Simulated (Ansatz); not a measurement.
Consider the atomization: `[OH][GeH2][NH][SiH](O)O` → Ge• + 7 H• + N• + 3 O• + Si•.

Isolated molecules relaxed with PBE0-D4/def2-TZVP in Ansatz; ΔE leaves out vibrations. CCSD(T)/CBS is the MP2 limit (def2-TZVPP, def2-QZVPP) plus CCSD(T) − MP2 in def2-TZVPP, frozen cores. This one scheme is used for every species, atoms too. DFT in def2-TZVPP. B3LYP here is the variant with VWN-RPA as its local correlation; programs differ in this. Open shells (•) are unrestricted, without spin–orbit coupling. Spin–orbit coupling would lower the free atoms: a little for O, Si; clearly for Ge. Bonds to Ge are less sure, by a few kJ/mol each and by 10 to 20 or more in all where they break to atoms, as the def2 sets lack core-valence functions. Scalar relativity is left out up to krypton. Each species was taken in one conformer, which may not be the lowest.

`[OH][GeH2][NH][SiH](O)O`:

```xyz
13

O    -1.415   -0.167    1.696
Ge   -1.613   -0.768    0.013
N     0.015   -0.679   -0.807
Si    1.046    0.683   -0.663
O     2.486    0.084   -0.142
O     0.319    1.748    0.339
H    -0.949   -0.792    2.257
H    -2.079   -2.233    0.013
H    -2.618    0.223   -0.573
H     0.425   -1.561   -1.076
H     1.279    1.436   -1.916
H     3.250    0.653   -0.240
H    -0.145    1.372    1.100
```

```csv
level,ΔE (kJ/mol),difference from CCSD(T)/CBS
PBE-D4,4729.0,1.4
PBE0-D4,4622.2,-105.4
B3LYP-D4,4664.6,-63.0
ωB97M-V,4698.8,-28.8
PBE0,4595.2,-132.4
B3LYP,4613.3,-114.3
HF/def2-TZVPP,3222.7,-1504.9
MP2/def2-TZVPP,4682.3,-45.3
SCS-MP2/def2-TZVPP,4660.4,-67.2
CCSD/def2-TZVPP,4505.0,-222.6
CCSD(T)/def2-TZVPP,4581.9,-145.7
HF/def2-QZVPP,3233.1,-1494.5
MP2/def2-QZVPP,4769.5,41.9
HF/CBS(def2),3234.7,-1492.9
MP2/CBS(def2),4828.0,100.4
CCSD/CBS(def2),4650.7,-76.9
CCSD(T)/CBS,4727.6,0
```

Largest T1 diagnostic among the species: 0.012.

In def2-TZVPP, CCSD(T) changes the Hartree–Fock value by +1359.2 kJ/mol (the triples alone add +76.9 kJ/mol) and MP2 by +1459.6 kJ/mol; breaking electron pairs costs correlation energy, which Hartree–Fock lacks. The D4 term adds +51.3 kJ/mol with B3LYP and +27.0 kJ/mol with PBE0; it sums over pairs of atoms, weighted by their polarisabilities, and B3LYP, whose exchange is more repulsive, gets the larger term.

For atomizations the MP2-based limit and the directly extrapolated one differ by several kJ/mol either way, and by 10 to 25 for some Ge, Se and Sn compounds, so smaller differences from it don't rank the levels.
